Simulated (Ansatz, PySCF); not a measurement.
Gas-phase reaction (SMILES): [CH3][Al]([NH2])[NH2] + [H][H] (H2) → [NH2][AlH][NH2] + C (CH4); hydrogen cleaves one Al-C bond, a model of a ligand-exchange step.

Each molecule is optimised on its own at B3LYP-D3(BJ)/def2-TZVP (Ansatz, a first-principles code), one conformer each, not searched for the lowest. Correlated levels leave the core frozen unless marked. Spin-orbit coupling is left out. No relativistic terms. Basis-set limits of correlation are two-point, X^-3; Hartree-Fock from the larger set. Thermal terms are rigid-rotor harmonic-oscillator values from B3LYP-D3(BJ) frequencies (Ansatz or PySCF) at 298.15 K and 1 atm. 1 Eh = 627.5095 kcal/mol.

| species | E, CCSD(T)/CBS(cc-pV(T+d)Z,cc-pV(Q+d)Z) (Ansatz) (Eh) | E, PBE-D3(BJ)/def2-TZVPD (Ansatz + dftd3) (Eh) | H - E (Eh) |
|---|---|---|---|
| [CH3][Al]([NH2])[NH2] | -393.76836 | -394.08589 | 0.09491 |
| [H][H] (H2) | -1.17450 | -1.16598 | 0.01336 |
| [NH2][AlH][NH2] | -354.49406 | -354.79650 | 0.06415 |
| C (CH4) | -40.45816 | -40.46420 | 0.04840 |

### Question
Work out ΔE and ΔH at 298.15 K at the first level, then ΔH at the second.

### Answer

1. ΔE = [(-354.49406) + (-40.45816)] - [(-393.76836) + (-1.17450)] = -0.00936 Eh = -5.9 kcal/mol at CCSD(T)/CBS(cc-pV(T+d)Z,cc-pV(Q+d)Z).
2. The terms H - E add up to 0.00428 Eh, so ΔH = (-0.00936 + (0.00428))×627.5095 = -3.2 kcal/mol.
3. At PBE-D3(BJ)/def2-TZVPD the same steps give ΔE = -5.5 and ΔH = -2.9 kcal/mol, a shift of +0.3 from the first level.
4. These values are not checked against measurement here, since the tables used lack a sound gas-phase enthalpy of formation for at least one species.
